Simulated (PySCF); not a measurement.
A species of formula C2H9NOSi has this rotational fingerprint, computed with wB97X-D/def2-SVPD in PySCF (dipole) on a GFN2-xTB geometry, gas phase:

| Quantity | Value |
| --- | --- |
| Rotational constants | A = 5474, B = 2871, C = 2101 MHz |
| Dipole components | \|μa\| = 1.35 D, \|μb\| = 0.23 D, \|μc\| = 1.03 D |
| Inertial defect | -27.72 u·Å² |
| κ | -0.54 |

**Question.** Which candidate fits, each taken in the one conformer that was computed?
A. `[CH3:1][NH:2][Si@H:3]([CH3:4])[OH:5]` with C1–N2–Si3–C4 -54°, N2–Si3–O5–H 58°
B. `[CH3:1][O:2][Si@H:3]([CH3:4])[NH2:5]` with C1–O2–Si3–C4 174°, O2–Si3–N5–H -57° and 165°
C. `[CH3:1][CH2:2][NH:3][SiH2:4][OH:5]` with C1–C2–N3–Si4 -152°, C2–N3–Si4–O5 178°, N3–Si4–O5–H -52°
D. `[CH3:1][NH:2][CH2:3][SiH2:4][OH:5]` with C1–N2–C3–Si4 -176°, N2–C3–Si4–O5 44°, C3–Si4–O5–H -18°

**Answer.** A. It is CN[Si@H](C)O, an asymmetric top, point group C1. The candidates at the same level (rigid rotor, commonest isotopes):

| SMILES | A (MHz) | B (MHz) | C (MHz) | μa (D) | μb (D) | μc (D) | Δ (u·Å²) | point group | rotor |
| --- | --- | --- | --- | --- | --- | --- | --- | --- | --- |
| CO[Si@H](C)N | 5757 | 2883 | 2145 | 0.19 | 1.47 | 0.57 | -27.48 | C1 | asymmetric top |
| CCN[SiH2]O | 12604 | 1684 | 1568 | 1.66 | 0.80 | 0.12 | -17.89 | C1 | near-prolate asymmetric top |
| CN[Si@H](C)O | 5474 | 2871 | 2101 | 1.35 | 0.23 | 1.03 | -27.72 | C1 | asymmetric top |
| CNC[SiH2]O | 8983 | 1958 | 1727 | 2.28 | 0.73 | 0.43 | -21.77 | C1 | near-prolate asymmetric top |

`CO[Si@H](C)N` has A 5 % too high; `CNC[SiH2]O` has A 64 % too high; `CCN[SiH2]O` has A 130 % too high. No structure here is proved a minimum.
